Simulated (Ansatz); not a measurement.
Nudged elastic band run: BF2H3N

input.yaml

```yaml
crystal:
  periodic: [false, false, false]
  atoms:
    - { symbol: B, position_ang: [-0.042653, 0.155, 0.460712] }
    - { symbol: H, position_ang: [-0.024145, -1.20327, 0.216617] }
    - { symbol: F, position_ang: [1.0657, 0.69938, -0.085918] }
    - { symbol: "N", position_ang: [-1.263692, 0.167382, -0.385542] }
    - { symbol: H, position_ang: [-2.130037, -0.212496, -0.013868] }
    - { symbol: H, position_ang: [-1.173144, 0.047767, -1.390775] }
    - { symbol: F, position_ang: [-0.233828, 0.346236, 1.783775] }
magnetization:
  spin_polarized: true
  initial_magnetization: 1
basis:
  gaussian: { orbitals: def2-SVP }
hamiltonian:
  xc: pbe0
  dispersion: d4
neb:
  order_check: false
  images: 7
  f_tol: 0.05
  max_iterations: 60
  final_atoms:
    - { symbol: B, position_ang: [0.25630062, 0.28228257, -0.21932505] }
    - { symbol: H, position_ang: [-0.13835686, -0.52437822, 1.67563243] }
    - { symbol: F, position_ang: [1.2261061, 0.77008859, -0.9685716] }
    - { symbol: "N", position_ang: [-1.06650764, 0.14493192, -0.58466169] }
    - { symbol: H, position_ang: [-1.73350174, -0.24430855, 0.07123607] }
    - { symbol: H, position_ang: [-1.43298469, 0.41488405, -1.4921826] }
    - { symbol: F, position_ang: [-0.91285479, -0.84350137, 2.10287344] }
  initial_path:
    images:
      - { positions_ang: [[-0.042653, 0.155, 0.460712], [-0.024145, -1.20327, 0.216617], [1.0657, 0.69938, -0.085918], [-1.263692, 0.167382, -0.385542], [-2.130037, -0.212496, -0.013868], [-1.173144, 0.047767, -1.390775], [-0.233828, 0.346236, 1.783775]] }
      - { positions_ang: [[-0.03215267, 0.12215795, 0.34531216], [-0.01707673, -0.91158439, 0.52192463], [1.08414239, 0.54793374, -0.23002099], [-1.28391868, 0.12709453, -0.48236439], [-2.09315833, -0.36882637, -0.18723068], [-1.28630837, 0.24542051, -1.38464489], [-0.17332661, 0.23780302, 2.00202516]] }
      - { positions_ang: [[-0.02165234, 0.08931591, 0.22991232], [-0.01000847, -0.61989878, 0.82723225], [1.10258478, 0.39648748, -0.37412398], [-1.30414536, 0.08680705, -0.57918678], [-2.05627965, -0.52515674, -0.36059336], [-1.39947274, 0.44307403, -1.37851479], [-0.11282522, 0.12937005, 2.22027533]] }
      - { positions_ang: [[-0.011152, 0.05647386, 0.11451249], [-0.0029402, -0.32821317, 1.13253988], [1.12102718, 0.24504123, -0.51822697], [-1.32437204, 0.04651958, -0.67600917], [-2.01940098, -0.68148711, -0.53395604], [-1.51263711, 0.64072754, -1.37238468], [-0.05232383, 0.02093707, 2.43852549]] }
      - { positions_ang: [[-0.00065167, 0.02363181, -0.00088735], [0.00412806, -0.03652756, 1.43784751], [1.13946957, 0.09359497, -0.66232996], [-1.34459872, 0.00623211, -0.77283156], [-1.98252231, -0.83781747, -0.70731872], [-1.62580148, 0.83838106, -1.36625457], [0.00817756, -0.08749591, 2.65677566]] }
      - { positions_ang: [[0.0635864, 0.0882945, -0.05549678], [-0.03149317, -0.15849022, 1.49729374], [1.1611287, 0.26271837, -0.73889037], [-1.27507595, 0.04090706, -0.7257891], [-1.92026717, -0.68944024, -0.51268002], [-1.57759728, 0.7325068, -1.39773658], [-0.22208053, -0.27649728, 2.5183001]] }
      - { positions_ang: [[0.12782448, 0.15295719, -0.1101062], [-0.0671144, -0.28045289, 1.55673997], [1.18278783, 0.43184178, -0.81545078], [-1.20555318, 0.07558202, -0.67874663], [-1.85801202, -0.54106301, -0.31804132], [-1.52939309, 0.62663255, -1.42921859], [-0.45233862, -0.46549864, 2.37982455]] }
      - { positions_ang: [[0.19206255, 0.21761988, -0.16471563], [-0.10273563, -0.40241555, 1.6161862], [1.20444697, 0.60096519, -0.89201119], [-1.13603041, 0.11025697, -0.63170416], [-1.79575688, -0.39268578, -0.12340262], [-1.48118889, 0.5207583, -1.46070059], [-0.6825967, -0.65450001, 2.24134899]] }
      - { positions_ang: [[0.25630062, 0.28228257, -0.21932505], [-0.13835686, -0.52437822, 1.67563243], [1.2261061, 0.77008859, -0.9685716], [-1.06650764, 0.14493192, -0.58466169], [-1.73350174, -0.24430855, 0.07123607], [-1.43298469, 0.41488405, -1.4921826], [-0.91285479, -0.84350137, 2.10287344]] }
```

Command:

```bash
$ ansatz run input.yaml --threads 2 --pin off --max-ram 3072MiB --backend cpu --events-out ev --progress --plain --runs-dir out
```

Output, in part (warnings, iteration lines, the closing report on the highest movable image, with atoms numbered from 0):

```
NEB end point (image 0): max|allowed force component| = 1.602e-2 eV/Å (the criterion of neb.relax_end_points is 1.000e-2)
NEB end point (image 8): max|allowed force component| = 1.159e-2 eV/Å (the criterion of neb.relax_end_points is 1.000e-2)
NEB iter   1: max|band force component| = 1.160e1 eV/Å  barrier→ = 4.9523 eV  barrier← = 3.6618 eV  Δτ_max = 0.1981 Å  (277 SCF iters)
NEB iter   2: max|band force component| = 3.473e0 eV/Å  barrier→ = 2.2460 eV  barrier← = 0.9555 eV  Δτ_max = 0.2000 Å  (266 SCF iters)
NEB iter   3: max|band force component| = 2.006e0 eV/Å  barrier→ = 1.9258 eV  barrier← = 0.6353 eV  Δτ_max = 0.2000 Å  (244 SCF iters)
NEB iter   4: max|band force component| = 9.222e-1 eV/Å  barrier→ = 1.8554 eV  barrier← = 0.5649 eV  Δτ_max = 0.2000 Å  (234 SCF iters)
NEB iter   5: max|band force component| = 1.212e0 eV/Å  barrier→ = 1.8219 eV  barrier← = 0.5314 eV  Δτ_max = 0.1005 Å  (234 SCF iters)
NEB iter   6: max|band force component| = 6.897e-1 eV/Å  barrier→ = 1.8031 eV  barrier← = 0.5126 eV  Δτ_max = 0.1010 Å  (238 SCF iters)
NEB iter   7: max|band force component| = 6.892e-1 eV/Å  barrier→ = 1.7167 eV  barrier← = 0.4262 eV  Δτ_max = 0.1001 Å  (234 SCF iters)
NEB iter   8: max|band force component| = 4.499e-1 eV/Å  barrier→ = 1.6504 eV  barrier← = 0.3599 eV  CI = image 4  Δτ_max = 0.0994 Å  (234 SCF iters)
NEB iter   9: max|band force component| = 6.660e-1 eV/Å  barrier→ = 1.6735 eV  barrier← = 0.3830 eV  CI = image 4  Δτ_max = 0.0501 Å  (238 SCF iters)
NEB iter  10: max|band force component| = 4.848e-1 eV/Å  barrier→ = 1.7150 eV  barrier← = 0.4245 eV  CI = image 4  Δτ_max = 0.0994 Å  (235 SCF iters)
NEB iter  11: max|band force component| = 5.103e-1 eV/Å  barrier→ = 1.7703 eV  barrier← = 0.4798 eV  CI = image 4  Δτ_max = 0.0501 Å  (230 SCF iters)
NEB iter  12: max|band force component| = 4.072e-1 eV/Å  barrier→ = 1.7652 eV  barrier← = 0.4746 eV  CI = image 4  Δτ_max = 0.0987 Å  (229 SCF iters)
NEB iter  13: max|band force component| = 3.714e-1 eV/Å  barrier→ = 1.7591 eV  barrier← = 0.4685 eV  CI = image 4  Δτ_max = 0.0994 Å  (229 SCF iters)
NEB iter  14: max|band force component| = 5.235e-1 eV/Å  barrier→ = 1.7582 eV  barrier← = 0.4676 eV  CI = image 4  Δτ_max = 0.0499 Å  (207 SCF iters)
NEB iter  15: max|band force component| = 3.430e-1 eV/Å  barrier→ = 1.7577 eV  barrier← = 0.4672 eV  CI = image 4  Δτ_max = 0.0498 Å  (198 SCF iters)
NEB iter  16: max|band force component| = 2.434e-1 eV/Å  barrier→ = 1.7574 eV  barrier← = 0.4669 eV  CI = image 4  Δτ_max = 0.0997 Å  (190 SCF iters)
NEB iter  17: max|band force component| = 2.273e-1 eV/Å  barrier→ = 1.7574 eV  barrier← = 0.4668 eV  CI = image 4  Δτ_max = 0.0500 Å  (201 SCF iters)
NEB iter  18: max|band force component| = 1.775e-1 eV/Å  barrier→ = 1.7574 eV  barrier← = 0.4668 eV  CI = image 4  Δτ_max = 0.0998 Å  (189 SCF iters)
NEB iter  19: max|band force component| = 1.476e-1 eV/Å  barrier→ = 1.7574 eV  barrier← = 0.4668 eV  CI = image 4  Δτ_max = 0.0999 Å  (191 SCF iters)
NEB iter  20: max|band force component| = 1.515e-1 eV/Å  barrier→ = 1.7574 eV  barrier← = 0.4668 eV  CI = image 4  Δτ_max = 0.0302 Å  (184 SCF iters)
NEB iter  21: max|band force component| = 8.102e-2 eV/Å  barrier→ = 1.7574 eV  barrier← = 0.4668 eV  CI = image 4  Δτ_max = 0.0155 Å  (179 SCF iters)
NEB iter  22: max|band force component| = 3.191e-2 eV/Å  barrier→ = 1.7574 eV  barrier← = 0.4668 eV  CI = image 4  Δτ_max = 0.0000 Å  (372 SCF iters)
Total energy: -7635.48653661 eV, -280.5989547018 hartree
Atom 0 at    -0.037539    -0.052091     0.051680 Å, force     0.000261     0.000366     0.000327 eV/Å
Atom 1 at     0.064870    -0.703583     1.276867 Å, force    -0.000234     0.000198    -0.000006 eV/Å
Atom 2 at     1.061263     0.540835    -0.378381 Å, force     0.000083    -0.000182    -0.000003 eV/Å
Atom 3 at    -1.252084    -0.027596    -0.618535 Å, force     0.000090    -0.000030    -0.000050 eV/Å
Atom 4 at    -2.088623    -0.464014    -0.260058 Å, force     0.000026    -0.000104     0.000148 eV/Å
Atom 5 at    -1.376332     0.493311    -1.478314 Å, force    -0.000225     0.000028    -0.000118 eV/Å
Atom 6 at    -0.173354     0.213137     1.991741 Å, force    -0.000001    -0.000275    -0.000299 eV/Å
Dipole moment:    -0.460459    -0.188926    -0.435728 e Å
```

The forces met the threshold. A structure lower than the first end lies on the path between it and the top, so the climb from that side starts below the end, which may itself be a saddle point or a shallow side well. Neighbouring images differ by up to 1.2 eV, so the band resolves the path poorly. A vibrational analysis at the climbing image gives one clearly imaginary mode, 733i cm⁻¹: a first-order saddle point.

Final band (atoms are numbered from 1 in the order of the input):

```
image  path coordinate (Å)  energy (eV)  B1–F7 (Å)  H2–F7 (Å)
    0                 0.00         0.00       1.35       2.21
    1                 0.79        -0.02       1.33       2.93
    2                 1.58        -0.01       1.33       2.45
    3                 2.37         0.53       1.39       1.76
    4                 3.16         1.76       1.96       1.19
    5                 3.71         1.44       2.43       0.96
    6                 4.26         1.36       2.76       0.95
    7                 4.82         1.32       2.80       0.94
    8                 5.37         1.29       2.83       0.94
```

Time of the run: 4.5 min on 2 threads of Arm Neoverse V1 (shared host), peak memory 0.17 GiB.
